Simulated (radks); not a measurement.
The numbers below are computed, except where a source is named.
All-electron atom: B in [He] 2s2 2p1 (the NIST ground configuration). Code: a radial shooting solver on a logarithmic mesh with Libxc functionals. Model: Dirac Kohn-Sham, XLYP, spin-unpolarised, spherical densities, point nucleus; open shells fill j = l - 1/2 first.

Normalised radial functions P(r) = r R(r) (large component), r in bohr:

r         1s1/2   2p1/2
0.0238   0.4419  0.0019
0.02954  0.5328  0.0029
0.03666  0.6380  0.0044
0.0455   0.7575  0.0066
0.05647  0.8900  0.0098
0.07009  1.0322  0.0146
0.08698  1.1781  0.0216
0.1071   1.3137  0.0313
0.1329   1.4370  0.0454
0.165    1.5270  0.0650
0.2047   1.5661  0.0918
0.2541   1.5386  0.1275
0.3154   1.4346  0.1735
0.3914   1.2551  0.2306
0.4858   1.0164  0.2984
0.6029   0.7492  0.3744
0.7482   0.4923  0.4534
0.9286   0.2813  0.5280
1.153    0.1359  0.5886
1.43     0.0533  0.6211
1.775    0.0162  0.6150
2.203    0.0036  0.5680
2.735    0.0005  0.4867
3.394    0.0001  0.3840
4.212    0.0000  0.2760
5.228    0.0000  0.1776
6.488    0.0000  0.0995
8.052    0.0000  0.0463

1s1/2: eigenvalue -181.29 eV, 0 radial nodes, <r> = 0.329 bohr, 90 % of the charge inside 0.593 bohr. 2p1/2: eigenvalue -3.580 eV, 0 radial nodes, <r> = 2.32 bohr, 90 % of the charge inside 4.03 bohr.
